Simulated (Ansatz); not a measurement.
CH₃Cl₃SeSn, SMILES `C[Se][Sn]([Cl])([Cl])[Cl]`. Charge 0, multiplicity 1. Correlated methods freeze the filled d shell of Se, Sn. Scalar relativity is left out up to krypton. Sn: def2 effective core potential.

```xyz
9

C     1.006    0.754    1.220
Se    0.710   -1.159    0.899
Sn   -0.839   -0.824   -1.014
Cl   -2.692    0.421   -0.413
Cl   -1.563   -2.833   -1.870
Cl    0.150    0.382   -2.720
H     1.694    0.796    2.063
H     1.463    1.219    0.350
H     0.071    1.243    1.485
```

Q: Give the diagnostics of a CCSD(T)/def2-TZVPP run (frozen core, Ansatz 0.2.0). (Estimate.)

A: The calculation gave: T1 = 0.0097, largest single amplitude 0.019, largest double 0.041, (T) share of the correlation energy 4.3 %, 9 CCSD cycles. The RHF solution is stable towards an unrestricted one. T1 lies under the customary mark of 0.02 for closed shells.
